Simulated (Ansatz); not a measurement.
`CC(C)BS` + `C[NH][AlH][Cl]` → `C[NH][Al]([CH3])[Cl]` + `CCBS`  (formal exchange of groups at a C–C bond)

Computed with Ansatz on PBE0-D4/def2-TZVP structures; ΔE is electronic, products minus reactants. CCSD(T)/CBS is the MP2 limit (def2-TZVPP, def2-QZVPP) plus CCSD(T) − MP2 in def2-TZVPP, frozen cores. This one scheme is used for every species. Functionals use def2-TZVPP. HSE06 is defined as in plane-wave codes. One conformer a species, not always the lowest.

Is it downhill or uphill in electronic energy at CCSD(T)/CBS, and by how much? (An estimate is asked.)

Computed: Downhill: ΔE = -0.48 eV.

What do these levels give: revPBE-D4, r2SCAN0-D4, HSE06-D4, BHLYP-D4, CCSD/def2-SVP, SCS-MP2/def2-TZVPP? (Best estimate.)

The calculation gave: revPBE-D4 -0.47, r2SCAN0-D4 -0.53, HSE06-D4 -0.51, BHLYP-D4 -0.50, CCSD/def2-SVP -0.36, SCS-MP2/def2-TZVPP -0.45 eV.

What do rigid-rotor, harmonic-oscillator terms from PBE0-D4/def2-TZVP frequencies (298.15 K, 1 bar) make of the CCSD(T)/CBS value? (Best estimate.)

Computed: ΔZPE = +0.01 eV, ΔH = -0.45 eV, ΔS = 19 J/(mol·K), ΔG = -0.51 eV. Modes under 50 cm⁻¹ make the entropy rough.

Largest T1 diagnostic among the species: 0.012.

The D4 term adds +0.05 eV with B3LYP and +0.02 eV with PBE0; it sums over pairs of atoms, weighted by their polarisabilities, and B3LYP, whose exchange is more repulsive, gets the larger term. At CCSD(T), def2-SVP lies +0.14 eV from the extrapolated value and def2-TZVPP +0.02 eV.

B3LYP here is the variant with VWN-RPA as its local correlation; programs differ in this.
